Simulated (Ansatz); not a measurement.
`C[Si](N)(N)[SiH3]` at its PBE0-D4/def2-TZVP geometry, where that method's forces vanish. Total charge 0; spin multiplicity 1.

```xyz
15

C     0.7953   -1.4942    0.7317
Si    0.0813   -0.1078   -0.3033
N     1.4042    0.5074   -1.2178
N    -1.1243   -0.5365   -1.4485
Si   -0.9669    1.4544    1.1177
H     1.5534   -1.1254    1.4287
H     1.2577   -2.2521    0.0926
H     0.0124   -1.9788    1.3204
H     1.2666    1.2901   -1.8371
H     2.3305    0.5127   -0.8229
H    -2.0955   -0.5903   -1.1921
H    -0.9053   -1.1441   -2.2224
H    -0.0952    1.7758    2.2852
H    -2.2651    0.9552    1.6624
H    -1.2491    2.7337    0.4053
```

Question: What forces (eV/Å) does B3LYP-D4/def2-TZVPP give on these atoms in the Gaussian-basis code of Ansatz? (An estimate is asked.)

Answer: Ansatz gave: 
```
C1   0.035 -0.091  0.055
Si2 -0.033  0.043  0.084
N3   0.066  0.053 -0.027
N4  -0.061 -0.041 -0.045
Si5 -0.052  0.095  0.079
H6  -0.031 -0.032 -0.029
H7  -0.017  0.023  0.048
H8   0.048  0.011 -0.022
H9   0.034  0.001 -0.013
H10  0.019  0.016 -0.028
H11 -0.012 -0.016 -0.031
H12 -0.032 -0.002 -0.017
H13 -0.051 -0.017 -0.066
H14  0.073  0.029 -0.031
H15  0.015 -0.072  0.043
```

B3LYP here is the variant with VWN-RPA as its local correlation; programs differ in this.
